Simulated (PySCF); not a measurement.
PySCF 2.14 output of an unrestricted PBE0 calculation on a single atom or ion in cc-pVDZ-PP with ECP10MDF (4s4p3d1f, 38 functions), with a scalar-relativistic core potential:

```
SCF conv_tol = 1e-09
number electrons alpha = 9  beta = 8
    C. Adamo and V. Barone.,  J. Chem. Phys. 110, 6158 (1999)
    M. Ernzerhof and G. E. Scuseria.,  J. Chem. Phys. 110, 5029 (1999)
cycle= 1 E= -196.191595527202  delta_E= -0.0075  |g|= 0.0579  |ddm|= 0.283
cycle= 2 E= -196.190958246383  delta_E= 0.000637  |g|= 0.0923  |ddm|= 0.146
cycle= 3 E= -196.192155195409  delta_E= -0.0012  |g|= 0.0036  |ddm|=  0.1
cycle= 4 E= -196.19215731661  delta_E= -2.12e-06  |g|= 0.000204  |ddm|= 0.00424
cycle= 5 E= -196.192157346414  delta_E= -2.98e-08  |g|= 2.53e-05  |ddm|= 0.000545
cycle= 6 E= -196.192157347486  delta_E= -1.07e-09  |g|= 4.46e-06  |ddm|= 0.000101
cycle= 7 E= -196.192157347523  delta_E= -3.69e-11  |g|= 3.37e-07  |ddm|= 2e-05
converged SCF energy = -196.192157347523  <S^2> = 0.75054836  2S+1 = 2.0005483
```

The run itself started from symmetry-adapted Hartree-Fock orbitals and held the occupation by maximum overlap, on a logarithmic radial grid, so the iterations belong to that start.

Problem. Which element, charge and spin multiplicity is this?

Solution. Cu²⁺ (copper, charge +2), multiplicity 2; the state was [Ar] 3d9, 2D determinant.

Energies and moments cover only the electrons outside the core potential.
